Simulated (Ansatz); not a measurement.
Calculated with Ansatz (gas phase, PBE0-D4/def2-TZVP geometries, no zero-point term in ΔE). CCSD(T)/CBS is the MP2 limit (def2-TZVPP, def2-QZVPP) plus CCSD(T) − MP2 in def2-TZVPP, frozen cores. This one scheme is used for every species. DFT in def2-TZVPP. For Br, Ga outer-core shells are correlated without core-valence functions, which leaves a few kJ/mol of doubt a bond. Scalar relativity is left out up to krypton.

Reaction (redistribution): `[CH3][Al]([GaH2])[Br]` + `C[SiH3]` → `[CH3][AlH][Br]` + `C[SiH2][GaH2]`

(1) Is it downhill or uphill in electronic energy at CCSD(T)/CBS, and by how much? (An estimate is asked.)

(2) What do these levels give: PBE0-D4, r2SCAN0-D4, B2PLYP, r2SCANh, RPA@PBE/def2-TZVPP, MP2/def2-TZVPP? (Best estimate.)

Largest T1 diagnostic among the species: 0.012.

## Answers

(1) The calculation gave: Uphill: ΔE = +0.18 eV.

(2) Computed: PBE0-D4 0.17, r2SCAN0-D4 0.16, B2PLYP 0.18, r2SCANh 0.16, RPA@PBE/def2-TZVPP 0.18, MP2/def2-TZVPP 0.17 eV.

Leaving LDA and LC-ωPBE aside and taking each functional with its dispersion term where it has one, the values, not all of them listed here, spread over 0.14 eV, from B97M-V to BHLYP-D4.
